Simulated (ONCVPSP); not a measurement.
**Ho: variants of one ONCV potential**

Base potential:

* Element: Ho
* Generator: ONCVPSP 4.0.1
* Type: optimised norm-conserving Vanderbilt (ONCV)
* Functional: LDA (Perdew-Zunger)
* Relativity: scalar-relativistic
* Frozen core: [Xe] 4f10
* Valence charge: 3
* Reference configuration: 5d1 6s2
* Partial waves: 6s: rc 2.95 bohr, ncon 5, nbas 8, qcut 1.8 1/bohr, 2 projectors, debl 0.4 Ha; p scattering state at 0.32 Ha: rc 3.85 bohr, ncon 4, nbas 8, qcut 2 1/bohr, 1 projector; 5d: rc 3.70 bohr, ncon 5, nbas 9, qcut 4.4 1/bohr, 2 projectors, debl 3.3 Ha
* Local potential: polynomial inside 2.95 bohr (lpopt 1, dvloc0 0 Ha)
* Core correction: none

In the p channel the program set the typed energies aside and used 0.050 Ha.

Cutoffs, loose and tight: the cutoffs (Ha) at which the residual kinetic energy of the hardest occupied pseudo-wave falls to 1 and 0.1 mHa per electron. They do not see the model core or the augmentation charge, which bear on the density cutoff. Test errors are all-electron minus pseudo excitation energies from the reference, over the configurations 5d1 6s1; 5d1 6s0; 5d1 6s1.5; 5d1.5 6s1.5. A dash means not determined; rows that change the core or the reference have their own tests.

| change | outcome | cutoff, loose | cutoff, tight | bound ghosts | GHOST(+) flags above zero | largest test error (meV) |
| --- | --- | --- | --- | --- | --- | --- |
| base | generated, projector energies reset by the program | 6.5 Ha | 10 Ha | none | s | +132 |
| p: rc 5.5 | generated, projector energies reset by the program | 6.5 Ha | 10 Ha | none | s | +132 |
| p: ncon 3, nbas 7 | generated, projector energies reset by the program | 6.5 Ha | 10 Ha | none | s | +132 |
| p: rc 3.06 | generated, projector energies reset by the program | 6.5 Ha | 10 Ha | none | s | +132 |

(1) What comes out with this change to the base: d: qcut 6.5?

(2) What comes out with this change to the base: s: qcut 1.6; p: qcut 1.7; d: qcut 3.8?

(3) What comes out with this change to the base: fully relativistic?

Answers

(1) outcome: generated, projector energies reset by the program; cutoff, loose: 8.6 Ha; cutoff, tight: 11 Ha; bound ghosts: none; GHOST(+) flags above zero: s; largest test error (meV): +145.

(2) outcome: generated, projector energies reset by the program; cutoff, loose: 5.7 Ha; cutoff, tight: 9.7 Ha; bound ghosts: none; GHOST(+) flags above zero: s; largest test error (meV): +121.

(3) outcome: generated, projector energies reset by the program; cutoff, loose: 6.6 Ha; cutoff, tight: 10 Ha; bound ghosts: none; GHOST(+) flags above zero: s; largest test error (meV): +138.
